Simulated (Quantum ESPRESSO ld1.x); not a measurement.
The numbers below are computed, except where a source is named.
Q: Hf6+, configuration [Kr] 4d10 4f13 5s1.5 5p5 6s0.5 (fractional occupations, a model configuration). Code: ld1.x of Quantum ESPRESSO 7.5. Model: Dirac Kohn-Sham, PBE, spin-unpolarised, spherical densities, point nucleus; open shells fill j = l - 1/2 first. Some entries of the table are withheld. Estimate them.

| orbital | occ. | eigenvalue (hartree) | r(max) (bohr) | <r^2> (bohr^2) |
|---|---|---|---|---|
| 1s1/2 | 2 | -2399.44 | 0.012 | 0.0004949 |
| 2s1/2 | 2 | -412.842 | 0.068 | 0.007581 |
| 2p1/2 | 2 | -394.406 | 0.051 | 0.005432 |
| 2p3/2 | 4 | -350.602 | 0.058 | 0.006639 |
| 3s1/2 | 2 | -96.6374 | 0.193 | 0.04966 |
| 3p1/2 | 2 | -88.4728 | 0.181 | 0.04570 |
| 3p3/2 | 4 | -79.0851 | 0.195 | 0.05237 |
| 3d3/2 | 4 | -65.2835 | 0.153 | 0.04080 |
| 3d5/2 | 6 | -63.2363 | 0.157 | 0.04263 |
| 4s1/2 | 2 | -22.1045 | 0.437 | 0.2470 |
| 4p1/2 | 2 | -18.7585 | 0.437 | 0.2558 |
| 4p3/2 | 4 | -16.6028 | 0.466 | 0.2918 |
| 4d3/2 | 4 | -11.1043 | 0.466 | 0.3211 |
| 4d5/2 | 6 | -10.7077 | 0.473 | 0.3347 |
| 5s1/2 | 1.5 | -5.45546 | 0.995 | 1.316 |
| 5p1/2 | 2 | (1) | 1.06 | 1.548 |
| 5p3/2 | 3 | (2) | 1.13 | 1.758 |
| 4f5/2 | 6 | -3.88681 | 0.447 | 0.4928 |
| 4f7/2 | 7 | -3.81820 | 0.455 | 0.5065 |
| 6s1/2 | 0.5 | -2.18938 | (3) | 5.760 |

A: 
(1) 5p1/2 eigenvalue (hartree): -4.43490
(2) 5p3/2 eigenvalue (hartree): -4.08429
(3) 6s1/2 r(max) (bohr): 2.18
